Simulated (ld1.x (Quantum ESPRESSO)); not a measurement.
## Building the TM potential for As (PBEsol, scalar-relativistic).

ld1.x (Quantum ESPRESSO) 7.5 input, shortened:

```
&input
   title='As', zed=33., rel=1, dft='PBESOL', iswitch=3,
   config='[Ar] 3d10 4s1.5 4p3.5'
 /
 &inputp
   pseudotype=2, tm=.true., lloc=0,
   nlcc=.true., new_core_ps=.true., rcore=0.65
 /
3
4P  2  1   3.50   0.00  1.70  1.70  0.0
3D  3  2  10.00   0.00  1.05  1.05  0.0
4S  1  0   1.50   0.00  1.35  1.35  0.0
 &test
   configts(1)='3d10 4s1.5 4p3.5'
 /
```

All-electron outer shells of the reference configuration (PBEsol, scalar-relativistic, ld1.x):

```tsv
shell	level (eV)	outermost node (bohr)	outermost maximum (bohr)
3s	-190.77	0.25	0.52
3p	-134.33	0.22	0.52
3d	-41.48	–	0.47
4s	-14.95	0.73	1.61
4p	-5.53	0.78	1.97
```

What the tests gave:

* Cutoffs needed: 260 Ry and over 300 Ry (the cutoffs (Ry, on a coarse ladder) from which the occupation-weighted sum of valence levels, in a spherical-Bessel basis at the reference potential, stays within 10 and 1 mRy of its value at 400 Ry)
* Ghost test: no extra level below or beside the all-electron valence levels (p, d, s, f tested) (spherical-Bessel basis up to 400 Ry, 20 bohr box)
* Largest excitation error: -1001 meV (all-electron minus pseudo) for 3d9 4s2 4p4, out of 7 test configurations

Generation and tests took about 2.7 s on one core of a shared server CPU.
